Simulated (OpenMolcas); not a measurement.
Fe3+ in a ligand field

Fe3+ with 6 ligands (fluoride) in octahedral coordination (Oh) at 1.96 Å. A charge of +0.5 e stands 3.2 Å behind each ligand. Ligand basis ANO-RCC-VDZP.
```
Fe    0.0000    0.0000    0.0000
F     1.9600    0.0000    0.0000
F     0.0000    1.9600    0.0000
F    -1.9600    0.0000    0.0000
F     0.0000   -1.9600    0.0000
F     0.0000    0.0000    1.9600
F     0.0000    0.0000   -1.9600
```

```
Program             : OpenMolcas
Method              : CASSCF
Basis               : ANO-RCC-VTZP [6s5p3d2f1g]
Scalar Hamiltonian  : DKH2, point nucleus
Active space        : 5 electrons in 5 orbitals (3d)
State averaging     : 2S+1 = 6 even, 1 root; 2S+1 = 4 even, 24 roots; 2S+1 = 2 even, 75 roots
Spin-orbit coupling : state interaction with AMFI integrals over the reference wave functions
```

The lowest spin-free states (labels of O, the rotations of Oh), above the lowest:

| State | Degeneracy | E (cm-1) | Free-ion L (%) |
| --- | --- | --- | --- |
| 6A1 | 1 | 0.0 | S (100) |
| 4T1 | 3 | 28006 | G (65) |
| 4T2 | 3 | 33090 | G (84) |
| 4A1 | 1 | 34937 | G (100) |
| 4E | 2 | 35169 | G (99) |
| 2T2 | 3 | 37692 | I (42) |
| 4T2 | 3 | 41434 | D (81) |
| 4E | 2 | 43485 | D (99) |
| 2A2 | 1 | 43970 | I (66) |
| 2T1 | 3 | 43976 | I (70) |
| 2T2 | 3 | 45782 | I (66) |
| 4T1 | 3 | 46899 | P (66) |
| 2E | 2 | 47613 | I (73) |
| 2A1 | 1 | 49575 | I (99) |
| 2T2 | 3 | 52658 | I (54) |
| 2E | 2 | 53276 | D (59) |
| 2T1 | 3 | 54246 | F (48) |
| 2T2 | 3 | 57865 | G (46) |
| 4A2 | 1 | 57902 | F (100) |
| 4T1 | 3 | 60002 | F (95) |

The lowest levels with spin-orbit coupling:

```json
{"E (cm-1)": "0.0", "Degeneracy": "6", "Label": "", "2S+1": "6", "g": ""}
{"E (cm-1)": "27913", "Degeneracy": "2", "Label": "Γ7", "2S+1": "4", "g": "2.38 2.38 2.38"}
{"E (cm-1)": "27943", "Degeneracy": "4", "Label": "Γ8", "2S+1": "4", "g": ""}
{"E (cm-1)": "28033", "Degeneracy": "4", "Label": "Γ8", "2S+1": "4", "g": ""}
{"E (cm-1)": "28100", "Degeneracy": "2", "Label": "Γ6", "2S+1": "4", "g": "2.93 2.93 2.93"}
{"E (cm-1)": "32939", "Degeneracy": "2", "Label": "Γ7", "2S+1": "4", "g": "2.02 2.02 2.02"}
{"E (cm-1)": "33017", "Degeneracy": "4", "Label": "Γ8", "2S+1": "4", "g": ""}
{"E (cm-1)": "33167", "Degeneracy": "2", "Label": "Γ6", "2S+1": "4", "g": "3.50 3.50 3.50"}
{"E (cm-1)": "33175", "Degeneracy": "4", "Label": "Γ8", "2S+1": "4", "g": ""}
{"E (cm-1)": "34931", "Degeneracy": "4", "Label": "Γ8", "2S+1": "4", "g": ""}
{"E (cm-1)": "35161", "Degeneracy": "2", "Label": "Γ7", "2S+1": "4", "g": "2.05 2.05 2.05"}
{"E (cm-1)": "35167", "Degeneracy": "4", "Label": "Γ8", "2S+1": "4", "g": ""}
{"E (cm-1)": "35174", "Degeneracy": "2", "Label": "Γ6", "2S+1": "4", "g": "1.81 1.81 1.81"}
{"E (cm-1)": "37253", "Degeneracy": "2", "Label": "Γ7", "2S+1": "2", "g": "2.60 2.60 2.60"}
{"E (cm-1)": "37963", "Degeneracy": "4", "Label": "Γ8", "2S+1": "2", "g": ""}
{"E (cm-1)": "41188", "Degeneracy": "4", "Label": "Γ8", "2S+1": "4", "g": ""}
{"E (cm-1)": "41217", "Degeneracy": "2", "Label": "Γ6", "2S+1": "4", "g": "1.93 1.93 1.93"}
{"E (cm-1)": "41569", "Degeneracy": "4", "Label": "Γ8", "2S+1": "4", "g": ""}
{"E (cm-1)": "41737", "Degeneracy": "2", "Label": "Γ7", "2S+1": "4", "g": "3.65 3.65 3.65"}
{"E (cm-1)": "43419", "Degeneracy": "2", "Label": "Γ7", "2S+1": "4", "g": "2.07 2.07 2.07"}
```

Powder χT (cm3 K/mol): 4.39 at 2 K, 4.39 at 10 K, 4.39 at 50 K, 4.39 at 100 K, 4.39 at 200 K, 4.39 at 300 K. The effective moment at 300 K is 2.828 √(χT) = 5.92 μB.

The lowest level has 2S+1 = 6, for which the spin-only value is χT = S(S+1) / 2 = 4.375 cm3 K/mol (g = 2). The computed 4.385 at 300 K differs by +0.010, little more than the free-electron g of 2.0023 accounts for.

Metal share of the active 3d orbitals (Löwdin): 93, 93, 98, 98, 98 %; Mulliken charge of the metal 2.08.

A least-squares ligand-field fit to the states below 45000 cm-1, each weighted by its degeneracy and with a free common offset, gives 10Dq = 9930 cm-1, B = 1237 cm-1 and C = 4505 cm-1 (C/B = 3.64), with an rms deviation of 119 cm-1.

The same method and metal basis give the free ion B = 1296 cm-1 (fit to its terms below 60000 cm-1, rms deviation 21 cm-1), so the nephelauxetic ratio is β = 1237 / 1296 = 0.95; it hangs on how both fits weigh the states, and computed free-ion B values tend to be too large, so β mixes covalency with correlation.

Without dynamic correlation the repulsion within the d shell is too large (B by tens of per cent), so at a given field states of lower spin stand too high. Ligand-to-metal charge-transfer states are missing. With no ligand orbital active B as a rule stays too high, so bands that hang on it stand too high and its fall with covalency is understated. With metal d orbitals alone and no dynamic correlation the field as a rule comes out too small, by tens of per cent, by up to half for chloride and softer ligands. No measured value stands beside these numbers; the geometry is a model, was not optimised and need not be the one that this ion takes.
